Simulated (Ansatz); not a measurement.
Geometry optimisation, RKS BHLYP-D4/def2-SVP (Ansatz 0.2.0).

Input file:

```yaml
crystal:
  periodic: [false, false, false]
  atoms:
    - { symbol: Zr, position_ang: [0.166156, -0.178247, 0.09622] }
    - { symbol: Cl, position_ang: [0.499693, 0.031703, 2.54187] }
    - { symbol: O, position_ang: [1.865768, -0.345583, -0.700747] }
    - { symbol: H, position_ang: [2.723295, -0.453072, -1.096578] }
    - { symbol: F, position_ang: [-0.665673, 1.348023, -0.661734] }
    - { symbol: F, position_ang: [-0.822999, -1.731854, -0.356445] }
    - { symbol: P, position_ang: [-3.330271, 0.232589, 1.450075] }
    - { symbol: H, position_ang: [-3.176702, -0.548645, 0.279283] }
    - { symbol: H, position_ang: [-3.54259, -0.894135, 2.283153] }
    - { symbol: H, position_ang: [-1.944377, 0.275023, 1.759505] }
basis:
  gaussian: { orbitals: def2-SVP }
hamiltonian:
  xc: { name: BHLYP }
  dispersion: d4
relax:
  f_tol: 0.03
  max_steps: 50
```

Launched with:

```bash
$ ansatz run input.yaml --threads 4 --pin off --max-ram 5120MiB --backend cpu --events-out ev --progress --plain --runs-dir out
```

Q: Where does it end, and by what steps?

A: It converged. The force dipped under the threshold on the way, but the program's further checks kept it going. After 20 steps the energy has fallen by 0.144 eV; H9 moved furthest, 0.94 Å.

```tsv
step	energy less start (eV)	largest force component (eV/Å)	accepted
0	0.0000	1.222	yes
1	-0.0709	1.040	yes
2	-0.1087	0.105	yes
3	-0.1195	0.066	yes
4	-0.1259	0.072	yes
5	-0.1269	0.347	yes
6	-0.1315	0.315	yes
7	-0.1347	0.042	yes
8	-0.1352	0.022	yes
9	-0.1352	0.177	yes
10	-0.1368	0.077	yes
11	-0.1383	0.022	yes
12	-0.1353	0.344	no
13	-0.1396	0.098	yes
14	-0.1399	0.155	yes
15	-0.1412	0.091	yes
16	-0.1422	0.072	yes
17	-0.1430	0.107	yes
18	-0.1434	0.053	yes
19	-0.1437	0.024	yes
20	-0.1438	0.026	yes
```

```xyz
10
Properties=species:S:1:pos:R:3
Zr 0.186 -0.294 0.156
Cl 0.541 -0.108 2.488
O 1.864 -0.435 -0.698
H 2.713 -0.504 -1.118
F -0.687 1.249 -0.525
F -0.812 -1.855 -0.260
P -3.537 -0.039 1.579
H -3.244 -0.149 0.197
H -2.681 -1.102 1.960
H -2.572 0.971 1.817
```

Whether the end is a true minimum wasn't checked by a vibrational analysis.

Run time: 25 s on 4 threads of AMD EPYC 9B45 (Zen 5), with other jobs on the host, peak memory 0.36 GiB.
